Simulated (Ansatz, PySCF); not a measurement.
Cl2GaH3N, charge +1, multiplicity 1. Atoms are numbered in the order given.

```xyz
7

Ga    -0.0004    -0.0348    -0.0094
Cl     1.4010     0.9913    -1.1775
Cl    -1.4043     0.3206     1.5022
N      0.0073    -2.0109    -0.4935
H     -0.5597    -2.1988    -1.3325
H     -0.3790    -2.5940     0.2613
H      0.9552    -2.3534    -0.7023
```
Charge +1, spin multiplicity 1.

Geometry: B3LYP-D3(BJ)/def2-SVP. The spin state was assumed, not searched. The isomer is the one that the SMILES or the coordinates give; other isomers of the formula were not compared.

Vertical ionisation energy (IE) and electron affinity (EA) in eV. Rows of orbital energies are one-electron estimates. Where ΔSCF, EOM or ADC give a negative EA the extra electron is unbound and the value depends on the basis.

```json
[
 {"level": "−ε(HOMO), −ε(LUMO), M06-2X/def2-TZVP (PySCF)", "IE": "15.52", "EA": "6.01"},
 {"level": "−ε(HOMO), −ε(LUMO), PBE/def2-TZVP (PySCF)", "IE": "12.74", "EA": "7.85"},
 {"level": "ΔSCF, CAM-B3LYP/def2-SVPD (Ansatz), final states of multiplicity 2 and 2", "IE": "16.72", "EA": "5.23"},
 {"level": "ΔSCF, PBE/def2-SVPD (Ansatz), final states of multiplicity 2 and 2", "IE": "16.02", "EA": "5.36"}
]
```

### Question
What vertical singlet–triplet gap does ΔSCF give with CAM-B3LYP/def2-SVPD (Ansatz, a first-principles code) and with PBE/def2-SVPD (Ansatz)? (Estimate from the structure and the level; the computed values follow.)

### Answer
5.74 and 5.00 eV (triplet above singlet where positive).
